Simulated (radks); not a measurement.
Problem. Mg, 12 electrons, occupied as [Ne] 3s2. All-electron calculation, scalar-relativistic Kohn-Sham, OLYP, spin-polarised, spherical densities, finite nucleus; Fermi nuclear charge, rms radius 3.057 fm. Program: a radial shooting solver on a logarithmic mesh with Libxc functionals. Some entries of the table are withheld. Estimate them.

| orbital | occ. | eigenvalue (eV) | <r^2> (bohr^2) |
|---|---|---|---|
| 1s | 2 | -1259.713 | (1) |
| 2s | 2 | (2) | (3) |
| 2p | 6 | -46.9605 | 0.6045 |
| 3s | 2 | (4) | (5) |

Solution. 
(1) 1s <r^2> (bohr^2): 0.02298
(2) 2s eigenvalue (eV): -80.4467
(3) 2s <r^2> (bohr^2): 0.5808
(4) 3s eigenvalue (eV): -4.4947
(5) 3s <r^2> (bohr^2): 12.01
